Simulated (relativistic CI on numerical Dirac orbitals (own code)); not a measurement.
**Au16+: sensitivity of the levels to the model**

Base calculation: Dirac-Coulomb-Breit CI, orbitals from a KLI potential per configuration, a model potential for QED, unscaled Slater integrals.

Configuration list (outside the closed core [Kr] 4d10): 4f14.5s2.5p, 4f14.5s.5p2, 4f14.5s2.5d, 4f13.5s2.5p2, 4f14.5s.5p.5d, 4f14.5s2.5f, 4f14.5s2.5g, 4f14.5s.5p.5f, 4f13.5s2.5p.5d, 4f14.5s2.6s, 4f14.5p2.5d, 4f14.5p3, 4f13.5p4, 4f14.5p.5d2, 4f14.5d3, 4f13.5p2.5d2, 4f14.5d2.5f, 4f14.5d2.5g. Double excitations out of closed p, d and f shells are left out; levels of such configurations are missing from the list, as are those of other unlisted configurations, and high levels can miss mixing partners. Some configurations lack a partner that the ground configuration has and come out too high, among them 4f13.5s2.5p.5d, 4f14.5s2.6s.

The lowest level and the first level of each name with at least 55 % of one term (blank where a level has no safe partner in the second run):

```tsv
Level	Base (cm⁻¹)	Shift (cm⁻¹)
4f14.5s2.5p 2P°_1/2	0	0
4f14.5s2.5p 2P°_3/2	180658	+15
4f14.5s.5p2 4P_1/2	323037	+1258
4f14.5s.5p2 4P_3/2	458646	+1259
4f13.5s2.5p2 4F°_9/2	495356	+5020
4f13.5s2.5p2 2H°_11/2	515431	+5020
4f13.5s2.5p2 2D°_5/2	520011	+5020
4f13.5s2.5p2 2G°_9/2	528776	+5020
4f14.5s.5p2 2D_3/2	533069	+1329
4f13.5s2.5p2 2P°_1/2	543822	+5016
4f13.5s2.5p2 2H°_9/2	546428	+5020
4f14.5s.5p2 2P_1/2	551633	+1286
4f13.5s2.5p2 2D°_3/2	557746	+5019
4f13.5s2.5p2 4G°_11/2	697003	+5026
```

At this charge transitions that keep the count of f electrons are usually good to a few per cent. Levels that differ in their count of f electrons can be misplaced by several ten thousand cm⁻¹, since the correlation energy of f electrons is missing or only estimated; rates across such gaps can be off by orders of magnitude.

Task: One thing was changed in a second run, which moved the levels as shown. Which?
A. P86 correlation estimate
B. Breit term removed
C. QED terms removed
D. configuration mixing switched off

Result: A. P86 correlation estimate. A correlation estimate moves all levels of a configuration together before mixing; mixed levels move by a weighted share.

LS names give the leading component of a level, which can be under half, so a name can repeat, a term be missing and a line seem to break the LS rules.
